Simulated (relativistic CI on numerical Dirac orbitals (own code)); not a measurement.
**Ligand-field terms of d3**

Computed with a parametric ligand-field model of a d^n configuration (Racah B and C, spin-orbit zeta, crystal field), exact diagonalisation.

Field parameters in Wybourne normalisation: Oh B⁴₀ = 21Dq, B⁴₄ = √(5/14) B⁴₀. The field is a parameter set, without covalency, and values of 10Dq over about 45,000 cm⁻¹ lie beyond real compounds.

B = 1060 cm⁻¹, C = 5500 cm⁻¹ (C/B = 5.19), Oh, no spin-orbit coupling. Tanabe-Sugano data, E/B above the lowest term (Δ = |10Dq|; b, c mark the second and third term of a kind):

| Δ/B | 4A2 | 4T2 | 4T1 | 4T1(b) | 2E | 2T1 | 2T2 |
| --- | --- | --- | --- | --- | --- | --- | --- |
| 1.0 | 0.00 | 1.00 | 1.79 | 16.21 | 20.47 | 20.53 | 20.92 |
| 5.0 | 0.00 | 5.00 | 8.68 | 21.32 | 21.77 | 22.42 | 25.65 |
| 9.0 | 0.00 | 9.00 | 15.00 | 27.00 | 22.22 | 23.06 | 29.08 |
| 13.0 | 0.00 | 13.00 | 20.68 | 33.32 | 22.50 | 23.38 | 31.05 |
| 17.0 | 0.00 | 17.00 | 25.79 | 40.21 | 22.70 | 23.59 | 32.40 |
| 21.0 | 0.00 | 21.00 | 30.51 | 47.49 | 22.85 | 23.73 | 33.44 |
| 25.0 | 0.00 | 25.00 | 35.00 | 55.00 | 22.98 | 23.83 | 34.28 |
| 29.0 | 0.00 | 29.00 | 39.34 | 62.66 | 23.09 | 23.91 | 34.97 |
| 33.0 | 0.00 | 33.00 | 43.58 | 70.42 | 23.18 | 23.98 | 35.53 |
| 37.0 | 0.00 | 37.00 | 47.77 | 78.23 | 23.27 | 24.03 | 36.01 |
| 41.0 | 0.00 | 41.00 | 51.91 | 86.09 | 23.34 | 24.07 | 36.41 |
| 45.0 | 0.00 | 45.00 | 56.03 | 93.97 | 23.40 | 24.11 | 36.76 |

The ground term stays 4A2.
